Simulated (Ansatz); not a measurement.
`[NH2][In]1[CH2]S[S]1`. Total charge 0; spin multiplicity 1. In takes the def2 core potential.

```xyz
9

N     1.819    0.634    1.414
In    0.321    0.300    0.124
C    -1.266   -1.000   -0.543
S    -1.993    0.153   -1.732
S    -0.792    1.846   -1.362
H     2.443    1.393    1.175
H     2.366   -0.166    1.700
H    -1.965   -1.245    0.259
H    -0.933   -1.915   -1.035
```

What are the harmonic wavenumbers in cm⁻¹ at PBE0-D4/def2-TZVP (Ansatz, finite differences of forces, unscaled)? (Estimate.)

The calculation gave: 55, 97, 98, 236, 243, 346, 421, 491, 541, 629, 636, 716, 781, 1010, 1038, 1420, 1554, 3073, 3140, 3560, 3663.

Is this a minimum?

Yes, all 21 modes are real.

Give the ideal-gas thermochemistry at 298.15 K and 1 bar (rigid rotor, harmonic oscillator; point group C1, symmetry number 1).

Zero-point energy 142.1 kJ/mol; H(298) − E = 164.9 kJ/mol; entropy 378.3 J/(mol·K), of which translation 175.5, rotation 119.0, vibration 83.8; G(298) − E = 52.2 kJ/mol. Modes under 100 cm⁻¹ are hindered rotations or soft bends, so the harmonic entropy is rough.
